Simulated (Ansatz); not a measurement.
Start from `CO[SiH2][AlH2]` and change one atom or group to get `CO[SiH2][AlH][CH3]`.

Ansatz, PBE0-D4/def2-TZVP geometries, multiplicity 1. Each molecule was computed in one conformer, which needn't be the lowest.

| property | `CO[SiH2][AlH2]` |
| --- | --- |
| HOMO energy (PBE0/def2-TZVPP) / eV | -7.43 |
| HOMO–LUMO gap (PBE/def2-TZVPP) / eV | 3.54 |
| size of the dipole moment (B3LYP/def2-TZVPP) / D | 0.84 |
| HOMO–LUMO gap (B3LYP/def2-TZVPP) / eV | 5.03 |
| size of the dipole moment (ωB97M-V/def2-TZVPP) / D | 0.79 |
| LUMO energy (PBE/def2-TZVPP) / eV | -2.79 |

Task: What does the change do to each property? (An estimate is asked.)

Result: Ansatz gave: 
```tsv
property	`CO[SiH2][AlH][CH3]`	shift
HOMO energy (PBE0/def2-TZVPP) / eV	-6.86	0.57
HOMO–LUMO gap (PBE/def2-TZVPP) / eV	3.25	-0.29
size of the dipole moment (B3LYP/def2-TZVPP) / D	1.63	0.79
HOMO–LUMO gap (B3LYP/def2-TZVPP) / eV	4.80	-0.23
size of the dipole moment (ωB97M-V/def2-TZVPP) / D	1.66	0.87
LUMO energy (PBE/def2-TZVPP) / eV	-2.45	0.34
```

With PBE0 the HOMO rises by 0.57 eV and the LUMO rises by 0.33 eV, so the gap narrows by about 0.24 eV. PBE moves the HOMO by 0.63 eV and ωB97M-V by 0.53 eV. Dipoles are sizes alone; their direction can turn.

B3LYP here is the variant with VWN-RPA as its local correlation; programs differ in this.
